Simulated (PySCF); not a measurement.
Calculated properties of `CSc1ccco1`

C₅H₆OS.
Structure used (PBE0-D3(BJ)/def2-SVP), in Å, numbered top down from 1:
```xyz
13
C5H6OS angstrom
C     -2.5178   -0.0512   -0.0668
S     -1.4176    1.3771   -0.0012
C      0.1243    0.6056   -0.2838
C      1.3853    1.1330   -0.3637
C      2.2517    0.0216   -0.6108
C      1.4579   -1.0817   -0.6613
O      0.1609   -0.7296   -0.4620
H     -3.5269    0.3456    0.1066
H     -2.2712   -0.7796    0.7171
H     -2.4800   -0.5378   -1.0506
H      1.6564    2.1805   -0.2592
H      3.3323    0.0470   -0.7353
H      1.6442   -2.1396   -0.8217
```

Structural features include: aromatic ring with oxygen and sulfide.

From PBE0-D3(BJ)/def2-SVP geometry optimisation, gas phase (PySCF):

- Point group: Cs
- Rotational constants A, B, C: 5.765, 1.616, 1.273 GHz

CAM-B3LYP/def2-SVPD ground state, ΔSCF and vertical TDDFT (core frozen in the response) (PySCF):

* Dipole moment: 1.04 D
* HOMO energy: -6.99 eV
* LUMO energy: 1.07 eV
* HOMO–LUMO gap: 8.06 eV
* Lowest singlet excitation: 4.94 eV (251 nm, f = 0.001)
* Strongest line among the 10 lowest singlet transitions: S2 at 5.44 eV (228 nm, f = 0.312)
* Lowest triplet excitation (Tamm–Dancoff): 3.69 eV
* Static isotropic polarisability: 82.3 au
* Vertical ionisation energy: 7.74 eV
* Electronic spatial extent ⟨r²⟩ about the centre of nuclear charge: 912 bohr²

From KT3/pcSseg-2 ground state and GIAO shieldings, non-relativistic (PySCF):

- 13C chemical shifts (computed TMS as zero) by class: 145.3 (C3), 138.0 (C6), 110.8 (C5), 100.8 (C4), 17.8 (C1) ppm
- 1H chemical shifts (computed TMS as zero) by class: 7.59 (H13), 6.49 (H12), 6.05 (H11), 2.59 (H8/H9/H10) ppm
- Isotropic shieldings of nuclei other than C and H, by class: 37 (O7), 485 (S2) ppm

Monoisotopic mass (most abundant isotopes): 114.0139 u.

The largest Löwdin shares of the HOMO are 0.33 on S2, 0.17 on C6, 0.14 on C3 and 0.14 on C4. S1 lies 3.12 eV below the HOMO–LUMO gap; its leading configuration is HOMO→LUMO, weight 0.75. The ΔSCF ionisation energy exceeds −ε(HOMO) by 0.75 eV with CAM-B3LYP. The vertical singlet–triplet gap S1 − T1 is 1.25 eV (TDDFT singlet less Tamm–Dancoff triplet; S1: HOMO→LUMO, weight 0.75; T1: HOMO→LUMO+1, weight 0.86). With B = h/(8π²I), that is 505.379 GHz u Å² over I, the principal moments of inertia are 87.7, 312.7 and 397.1 u Å² (most abundant isotopes). The principal polarisabilities are 55.4, 82.0 and 109.5 au; their mean is the isotropic value. The dipole matches unit charges of opposite sign 0.22 Å apart (1 e·Å = 4.8032 D).

 NMR classes are plain means over equivalent atoms (diastereotopic ones count apart unless rotation or inversion swaps them), as if these changed places fast; in this geometry the members of some classes differ.

For the TDDFT job (CAM-B3LYP/def2-SVPD), the run took 82 s wall on one thread, Intel Xeon Platinum 8259CL at 2.50 GHz (x86_64), no GPU, on a shared host, and the process peaked at 1.1 GiB of memory.

One conformer stands for the species.
